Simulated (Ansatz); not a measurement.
`C=C(F)N[SiH3]` + H₂ → `C=CN[SiH3]` + H–F at 600 K and 1 bar (hydrogenolysis of a C–F bond).

Isolated molecules relaxed with PBE0-D4/def2-TZVP in Ansatz; ΔE leaves out vibrations. CCSD(T)/CBS adds triple-zeta CCSD(T) − MP2 to the extrapolated MP2 energy (def2 sets, frozen cores). This one scheme is used for every species. Each species was taken in one conformer, which may not be the lowest.

```
        species  CCSD(T)/CBS energy (Eh)  H − E (kJ/mol)  S (J/(mol·K))
`C=C(F)N[SiH3]`               -523.27685           262.5          429.3
             H₂                 -1.17544            43.9          150.8
   `C=CN[SiH3]`               -424.08767           277.8          408.2
            H–F               -100.39570            42.3          194.0
```

H − E and S are ideal-gas, rigid-rotor, harmonic terms from PBE0-D4/def2-TZVP, for one conformer and one mirror image of each species. The MP2-based limit puts H₂ 0.8 mEh under its directly extrapolated value; such offsets cancel only in part. 1 Eh = 2625.50 kJ/mol, R = 8.31446 J/(mol·K).

Problem. By hand: ΔE, ΔH, ΔS and ΔG.

Solution. ΔE = (-424.08767) + (-100.39570) − (-523.27685) − (-1.17544) = -0.03108 Eh = -81.6 kJ/mol. Δ(H − E) = 277.8 + 42.3 − 262.5 − 43.9 = 13.7, so ΔH = -67.9 kJ/mol. ΔS = 408.2 + 194.0 − 429.3 − 150.8 = 22.1 J/(mol·K). ΔG = -67.9 − 600 × (22.1)/1000 = -81.2 kJ/mol.

Problem. By hand: the equilibrium constant, and the temperature at which ΔG would vanish if ΔH and ΔS stayed fixed.

Solution. log₁₀ K = −ΔG/(RT ln 10) = 7.1. ΔH and −TΔS have one sign here, so there is no such temperature.

ΔH outweighs TΔS. A doubt of 5 kJ/mol in ΔE shifts log₁₀ K by 0.4 here. Other conformers and mirror images would add mixing entropy, several J/(mol·K) or more a flexible species. These are equilibria of isolated gas molecules and say nothing of rates. Largest T1 diagnostic: 0.012 (customary marks: 0.02 for closed shells, 0.045 for open ones).
